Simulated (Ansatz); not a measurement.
Br₃In, charge +1, doublet, geometry from GFN2-xTB (such geometries of metal compounds can be far from the true shape) (a state made from the parent by changing its charge; the spin is typed, not shown lowest) (core potentials on In); PBE0/def2-SV(P) in Ansatz (a program for electronic structure).

Here is a job for Ansatz.
Ansatz 0.2 input:
```yaml
crystal:
  periodic: [false, false, false]
  atoms:
    - {symbol: In, position_ang: [0.00000000, 0.00000000, -0.00000000]}
    - {symbol: Br, position_ang: [-2.04620872, -1.53155503, -0.20004307]}
    - {symbol: Br, position_ang: [0.00668549, 2.28790169, -1.15676676]}
    - {symbol: Br, position_ang: [2.03952323, -0.75634665, 1.35680983]}
basis:
  gaussian:
    orbitals: def2-SV_P_.json
hamiltonian:
  xc: pbe0
total_charge: 1
magnetization: {spin_polarized: true, initial_magnetization: 1}
scf: {lower_state_search: off}
```
The basis file holds def2-SV(P) in the JSON format of the Basis Set Exchange.

The log (banner, timings and long lists left out):

```
Functional definition: PBE0
these checks for a lower state are left out or cut short: stability, starts, cluster_reference, orbital_swaps, neighbouring_geometries, increment
1248 factors; integrals over basis functions are off by at most 2.6e-4 eV
mean field evaluation 1: about -215255.5408 eV, gradient 1.4e1 eV
mean field evaluation 2: about -215254.7317 eV, gradient 2.0e1 eV
mean field evaluation 4: about -215256.9105 eV, gradient 5.5e-1 eV
mean field evaluation 8: about -215256.9225 eV, gradient 4.2e-1 eV
mean field evaluation 16: about -215256.9239 eV, gradient 1.5e-4 eV
mean field -215256.92392680 eV, -7910.5460479264 hartree, gradient 6.0e-6 eV, S^2 0.753904; 0 other end points of the search recorded, 0 dependent functions left out
reference -215256.92395729 eV, -7910.5460490469 hartree; 63, 62 occupied and 59, 60 virtual orbitals, 1248 factors
Total energy: -215256.92395729 eV, -7910.5460490469 hartree
Checks for a lower state left out: stability, starts, cluster_reference, orbital_swaps, neighbouring_geometries, increment
```
